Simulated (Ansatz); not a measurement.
`[SeH]C1CCS1` at its PBE0-D4/def2-TZVP geometry, where that method's forces vanish. Total charge 0; spin multiplicity 1.

```xyz
11

Se   -2.1818    0.7982    0.2099
C    -0.5429   -0.1189    0.7753
C     0.7367    0.2990    0.0422
C     0.6859   -0.8059   -1.0164
S    -0.4834   -1.7687    0.0110
H    -1.8916    2.0546    0.9246
H    -0.5063   -0.1210    1.8619
H     1.5959    0.1568    0.7021
H     0.7463    1.3221   -0.3370
H     1.6230   -1.3200   -1.2226
H     0.2181   -0.4962   -1.9510
```

Q: What forces (eV/Å) does PBE-D4/def2-TZVPP give on these atoms in the Gaussian-basis code of Ansatz? (Best estimate.)

A: The calculation gave: 
```
Se1 -0.395 -0.066 -0.247
C2   0.085  0.051  0.133
C3   0.065  0.061 -0.002
C4   0.106  0.034 -0.123
S5  -0.206 -0.470  0.057
H6   0.055  0.247  0.143
H7   0.003 -0.002  0.231
H8   0.180 -0.017  0.135
H9   0.005  0.211 -0.072
H10  0.190 -0.110 -0.051
H11 -0.089  0.061 -0.203
```
